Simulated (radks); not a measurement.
Values are calculated unless marked as measured or tabulated.
Initial-state core-level shifts of neutral lutetium when its valence configuration changes from [Xe] 4f14 5d1 6s2. Code: a radial shooting solver on a logarithmic mesh with Libxc functionals. Model: scalar-relativistic Kohn-Sham, BLYP, spin-polarised, spherical densities, finite nucleus; open shells are filled with parallel spins first (spin-orbit coupling, left out, can overturn this in heavy ions); Fermi nuclear charge, rms radius 5.37 fm. Shifts are changes of the shell-averaged eigenvalues in eV (positive: less bound); the change of the density at the nucleus, which sets a Mossbauer isomer shift, is in e/bohr^3, on a base of 1.177e+06.

| valence | 1s | 3p | 4d | 5p | density at nucleus |
|---|---|---|---|---|---|
| 4f14 6s2 6p1 | -3.075 | -3.096 | -3.140 | -3.075 | +19.8 |
| 4f13 5d2 6s2 | -7.373 | -8.860 | -7.972 | -3.080 | +57.4 |
| 4f14 5d1.5 6s1.5 | +0.590 | +0.611 | +0.625 | +0.618 | -25.8 |
| 4f14 5d1 6p2 | -2.686 | -2.644 | -2.661 | -2.648 | -93.9 |
| 4f14 5d1 6s1 6p1 | -1.307 | -1.289 | -1.297 | -1.290 | -42.6 |
| 4f12 5d3 6s2 | -15.374 | -18.645 | -16.495 | -5.944 | +119.6 |
| 4f14 5d2 6p1 | -0.183 | -0.118 | -0.095 | -0.111 | -95.5 |
| 4f13 5d1 6s2 6p1 | -10.833 | -12.358 | -11.499 | -6.443 | +80.4 |
| 4f13.5 5d1 6s2 6p0.5 | -5.191 | -5.910 | -5.530 | -3.144 | +38.3 |
